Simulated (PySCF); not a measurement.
# Spinor energies of B³⁺ (boron, charge +3)

Start: 1s2. Calculated with PySCF 2.14 in x2c-TZVPPall-2c: generalised Hartree-Fock with the X2C-1e Hamiltonian and a Gaussian nucleus; one run each with spin-orbit coupling (SO) switched off, then screened by Boettger's factors.

| spinor shell | electrons | ε, spin-free (eV) | ε, screened SO (eV) | weight of nominal j (screened SO) | rms radius, screened SO (bohr) |
| --- | --- | --- | --- | --- | --- |
| 1s1/2 | 2 | -259.72 | -259.72 | 1.000 | 0.377 |

```
   quantity  spin-free  screened SO
E (hartree)  -21.99211    -21.99211
        M_J          0            0
       ⟨J²⟩      0.000        0.000
       ⟨L²⟩      0.000        0.000
       ⟨S²⟩      0.000        0.000
```

Without spin-orbit coupling the j labels of p, d and f shells carry no meaning; the spin-free column gives the mean over the occupied spinors of each nl shell.
